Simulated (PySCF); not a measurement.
H2O2Zr, neutral, multiplicity 3. Atoms are numbered in the order given.

```xyz
5

Zr     0.0000     0.0000    -0.1785
O      0.0000    -1.8665     0.3392
H      0.0000    -2.6676     0.8553
O      0.0000     1.8665     0.3392
H      0.0000     2.6676     0.8553
```
Charge 0, spin multiplicity 3.

Geometry: PBE0-D3(BJ)/def2-TZVP. The multiplicity is an assumed one; other spin states were not compared. The def2 effective core potentials stand for the cores of Zr; spin–orbit coupling is left out. The values are those of a single conformer.

All values below come from PySCF with CAM-B3LYP/def2-TZVPD.

Mulliken values depend strongly on the basis, most of all with diffuse functions as here. ESP charges are fitted to the potential on shells at 1.4 to 2.0 van der Waals radii. Atomic charges (e):

```csv
atom,ESP fit,Mulliken,Mulliken spin
Zr1,…,1.08,2.02
O2,…,-0.79,-0.01
H3,…,0.25,0.01
O4,…,-0.79,-0.01
H5,…,0.25,0.01
```

What belongs in the gaps? (The exact figures need the calculation; the answer reports its results.)


- Zr1, ESP fit: 0.59
- O2, ESP fit: -0.72
- H3, ESP fit: 0.42
- O4, ESP fit: -0.72
- H5, ESP fit: 0.42
